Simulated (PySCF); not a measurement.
Changes within a family of molecules, several properties at once.

PySCF, CAM-B3LYP/def2-SVPD, density fitting, gas phase; each molecule at its own GFN2-xTB geometry, one conformer. Singlet excitations by full TDDFT with frozen cores and triplets by Tamm–Dancoff TDDFT. 

Torsions of the conformers computed, which needn't be the lowest (atom-mapped SMILES):
- `[CH2:1]=[CH:2][Si@@:3]([CH3:4])([NH2:5])[SiH3:6]`: C1–C2–Si3–C4 -142°, H–N5–Si3–C2 -51°, H–N5–Si3–C2 171°
- `[CH3:1][Si@@:2]([NH2:3])([SiH3:4])[O:5][CH:6]=[O:7]`: C1–Si2–O5–C6 -135°, Si2–O5–C6–O7 3°, H–N3–Si2–C1 175°, H–N3–Si2–C1 -38°
- `[CH3:1][Si@@:2]([NH2:3])([SiH3:4])[CH2:5][F:6]`: C1–Si2–C5–F6 64°, H–N3–Si2–C1 -74°, H–N3–Si2–C1 68°
- `[CH3:1][Si@:2]([NH2:3])([SiH3:4])[NH:5][CH:6]=[O:7]`: C1–Si2–N5–C6 125°, Si2–N5–C6–O7 -1°, H–N3–Si2–C1 174°, H–N3–Si2–C1 -53°
- `[CH3:1][C:2](=[O:3])[Si@:4]([CH3:5])([NH2:6])[SiH3:7]`: C1–C2–Si4–C5 -33°, H–N6–Si4–C2 -171°, H–N6–Si4–C2 -31°
- `[CH3:1][NH:2][Si@@:3]([CH3:4])([NH2:5])[SiH3:6]`: C1–N2–Si3–C4 69°, H–N5–Si3–N2 -170°, H–N5–Si3–N2 57°
- `[CH2:1]=[N:2][Si@:3]([CH3:4])([NH2:5])[SiH3:6]`: C1–N2–Si3–C4 125°, H–N5–Si3–N2 -70°, H–N5–Si3–N2 77°

Reference: `C=C[Si@@](C)(N)[SiH3]`, with HOMO energy -8.50 eV, LUMO energy 0.61 eV, lowest singlet excitation 6.03 eV, lowest triplet excitation 4.29 eV, mean polarisability 101.1 au and dipole moment 1.41 D.

Changes against it:

```json
{"molecule": "C[Si@](N)([SiH3])NC=O", "Δ HOMO energy (eV)": "+0.12", "Δ LUMO energy (eV)": "+0.19", "Δ lowest singlet excitation (eV)": "-0.43", "Δ lowest triplet excitation (eV)": "+0.89", "Δ mean polarisability (au)": "-3.2", "Δ dipole moment (D)": "+2.34"}
{"molecule": "CC(=O)[Si@](C)(N)[SiH3]", "Δ HOMO energy (eV)": "+0.47", "Δ LUMO energy (eV)": "-0.66", "Δ lowest singlet excitation (eV)": "-2.51", "Δ lowest triplet excitation (eV)": "-1.40", "Δ mean polarisability (au)": "+2.8", "Δ dipole moment (D)": "+0.98"}
{"molecule": "CN[Si@@](C)(N)[SiH3]", "Δ HOMO energy (eV)": "+0.61", "Δ LUMO energy (eV)": "+0.45", "Δ lowest singlet excitation (eV)": "-0.19", "Δ lowest triplet excitation (eV)": "+1.19", "Δ mean polarisability (au)": "-4.0", "Δ dipole moment (D)": "-0.48"}
{"molecule": "C=N[Si@](C)(N)[SiH3]", "Δ HOMO energy (eV)": "+0.39", "Δ LUMO energy (eV)": "-0.29", "Δ lowest singlet excitation (eV)": "-2.07", "Δ lowest triplet excitation (eV)": "-0.91", "Δ mean polarisability (au)": "-4.7", "Δ dipole moment (D)": "+1.08"}
```

Rows whose labels were lost:

```csv
row,Δ HOMO energy (eV),Δ LUMO energy (eV),Δ lowest singlet excitation (eV),Δ lowest triplet excitation (eV),Δ mean polarisability (au),Δ dipole moment (D)
P,-0.69,+0.24,-0.15,+1.09,-9.1,+1.39
Q,-0.16,+0.16,+0.09,+1.40,-11.4,-0.24
```

Question: Which row belongs to which of `C[Si@@](N)([SiH3])OC=O` and `C[Si@@](N)([SiH3])CF`?

Answer: P = `C[Si@@](N)([SiH3])OC=O` and Q = `C[Si@@](N)([SiH3])CF`. P and Q are told apart most clearly by the dipole moment (+1.39 against -0.24 D).

Question: Which row has the smallest HOMO–LUMO gap and which the largest, and does the HOMO or the LUMO shift more there?

Answer: Smallest, counted from the reference: `CC(=O)[Si@](C)(N)[SiH3]`, -1.13 eV (HOMO +0.47, LUMO -0.66), the larger shift being that of the LUMO. Largest: P, +0.93 eV (HOMO -0.69, LUMO +0.24), the larger shift being that of the HOMO.
